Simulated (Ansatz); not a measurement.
`FC[BH][AlH2]`, charge 0, multiplicity 1.

**Question.** Give a relaxed structure at PBE0-D4/def2-TZVP (Ansatz 0.2.0). (Best estimate.)

**Answer.** Ansatz gave: 
Cartesian coordinates in Å:
```
F 0.1114 1.0049 0.9006
C -1.0480 0.5109 0.1340
B -0.5084 -0.6641 -0.7238
Al 1.4554 -0.4264 0.0586
H -1.7896 0.2463 0.8933
H -1.4047 1.3833 -0.4213
H -1.2409 -1.2588 -1.4534
H 1.9126 -1.2775 1.3239
H 2.5121 0.4814 -0.7120
```
Point group Cs.
This is one stationary point; other conformers may exist.
